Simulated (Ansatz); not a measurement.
Ansatz (an electronic-structure program) input:

Ansatz 0.2 input:
```yaml
crystal:
  periodic: [false, false, false]
  atoms:
    - {symbol: Fe, position_ang: [-0.00000000, -0.00000000, -0.45937553]}
    - {symbol: F, position_ang: [0.00000000, 0.00000000, 1.32708485]}
basis:
  gaussian:
    orbitals: def2-TZVP
hamiltonian:
  xc: b3lyp
  dispersion: d3bj
magnetization: {spin_polarized: true, initial_magnetization: 5}
phonons: {temperatures: {t_min: 298.15, t_max: 298.15, t_step: 100}}
```

**Question.** Which total energy does the run end on?

**Answer.** -1363.63738 Eh (B3LYP-D3(BJ)/def2-TZVP). The basis has 76 functions.

The spin state was set by rule; other spins were not relaxed.
